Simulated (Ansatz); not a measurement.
Geometry optimisation, RKS B3LYP-D4/6-31G (Ansatz).

The input (input.yaml):

```yaml
crystal:
  periodic: [false, false, false]
  atoms:
    - { symbol: F, position_ang: [-1.42059, 0.77601, -1.41443] }
    - { symbol: B, position_ang: [-0.40303, 0.95543, -0.60333] }
    - { symbol: Si, position_ang: [0.34194, -0.54228, 0.44125] }
    - { symbol: F, position_ang: [1.91112, -0.75203, 0.10193] }
    - { symbol: H, position_ang: [-0.00498, 2.06572, -0.5729] }
    - { symbol: H, position_ang: [0.35638, -0.36141, 1.89414] }
    - { symbol: H, position_ang: [-0.22133, -1.86304, 0.15346] }
basis:
  gaussian: { orbitals: "6-31G" }
hamiltonian:
  xc: b3lyp
  dispersion: d4
relax:
  f_tol: 0.015
  max_steps: 40
output:
  orbitals: {}
```

Run as:

```bash
$ ansatz run input.yaml --threads 1 --pin off --max-ram 2048MiB --backend cpu --events-out ev --progress --plain --runs-dir out
```

Q: Where does it end, and by what steps?

A: It converged. The force dipped under the threshold on the way, but the program's further checks kept it going. Limits of this set-up: no polarisation functions. After 15 steps the energy has fallen by 0.396 eV; F1 moved furthest, 0.82 Å.

```tsv
step	energy less start (eV)	largest force component (eV/Å)	accepted
0	0.0000	3.318	yes
1	-0.3044	1.469	yes
2	-0.3167	1.055	yes
3	-0.3255	1.060	yes
4	-0.3723	0.248	yes
5	-0.3859	0.124	yes
6	-0.3922	0.082	yes
7	-0.3914	0.366	no
8	-0.3937	0.070	yes
9	-0.3951	0.007	yes
10	-0.3952	0.178	yes
11	-0.3958	0.035	yes
12	-0.3960	0.006	yes
13	-0.3959	0.032	no
14	-0.3960	0.007	yes
15	-0.3960	0.006	yes
```

```xyz
7
Properties=species:S:1:pos:R:3
F -1.732 1.045 -0.707
B -0.367 0.964 -0.639
Si 0.387 -0.587 0.433
F 2.096 -0.519 0.402
H 0.260 1.801 -1.208
H -0.051 -0.517 1.871
H -0.034 -1.908 -0.152
```

Run time: 14 s on 1 thread of Intel(R) Xeon(R) 6975P-C (Granite Rapids), with other jobs on the host, peak memory 0.14 GiB.
